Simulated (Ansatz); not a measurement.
Geometry optimisation, RKS revPBE-D4/def2-SVP (Ansatz 0.2.0).

The input (input.yaml):

```yaml
crystal:
  periodic: [false, false, false]
  atoms:
    - { symbol: Ga, position_ang: [0.092609, 0.459863, -0.516312] }
    - { symbol: O, position_ang: [0.048629, -0.056499, 2.412007] }
    - { symbol: H, position_ang: [-0.894369, -0.075763, 2.666203] }
    - { symbol: Cl, position_ang: [2.014008, -0.244329, -1.22949] }
    - { symbol: H, position_ang: [-1.290432, -0.140965, -0.911222] }
    - { symbol: F, position_ang: [0.2053, 1.943664, 0.39108] }
    - { symbol: H, position_ang: [0.204556, 0.90973, 2.243034] }
basis:
  gaussian: { orbitals: def2-SVP }
hamiltonian:
  xc: revpbe
  dispersion: d4
relax:
  f_tol: 0.03
  max_steps: 50
```

Launched with:

```bash
$ ansatz run input.yaml --threads 2 --pin off --max-ram 3072MiB --backend cpu --events-out ev --progress --plain --runs-dir out
```

Q: Where does it end, and by what steps?

A: The forces met the threshold. After 6 steps the energy has fallen by 0.457 eV; O2 moved furthest, 0.48 Å. Joined: Ga1–O2 (2.97 → 2.17 Å).

```csv
step,energy less start (eV),largest force component (eV/Å),accepted
0,0.0000,1.230,yes
1,-0.1581,1.116,yes
2,-0.3509,1.220,yes
3,-0.4296,0.768,yes
4,-0.4534,0.243,yes
5,-0.4565,0.063,yes
6,-0.4570,0.014,yes
```

```xyz
7
Properties=species:S:1:pos:R:3
Ga 0.044 0.412 -0.183
O 0.116 -0.004 1.941
H -0.766 -0.228 2.300
Cl 1.950 -0.347 -0.898
H -1.354 -0.115 -0.652
F 0.169 2.117 0.424
H 0.221 0.961 2.124
```

Time of the run: 13 s on 2 threads of Arm Neoverse V1, on a shared host, peak memory 0.14 GiB.
